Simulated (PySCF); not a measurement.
## Fractional electron number in Lu (lutetium, neutral)

The 5d alpha orbital of [Xe] 4f14 5d1 6s2 is emptied in steps (occupation f), with all orbitals relaxed, ending at [Xe] 4f14 6s2. Computed with PySCF 2.14 in def2-TZVP with the def2 core potential (28 electrons), with a scalar-relativistic core potential. The exact energy is a straight line in f; departures are measured from the line between the end points of the same method.

```tsv
f	r2SCAN0 (eV)
1	0.000
0.75	-0.442
0.5	-0.590
0.25	-0.443
0	0.000
```

```
 method  E(f=0) − E(f=1) (eV)  −ε at f=1 (eV)  −ε at f=0.5 (eV)
r2SCAN0                 5.714           3.375             5.715
```

Orbital energy along the path (eV):

```tsv
f	r2SCAN0
1	-3.375
0.75	-4.526
0.5	-5.715
0.25	-6.891
0	-8.095
```

Reference removal energy between the ground levels: 5.426 eV (measured; NIST Atomic Spectra Database, ionization energies). The calculation has no spin-orbit coupling.
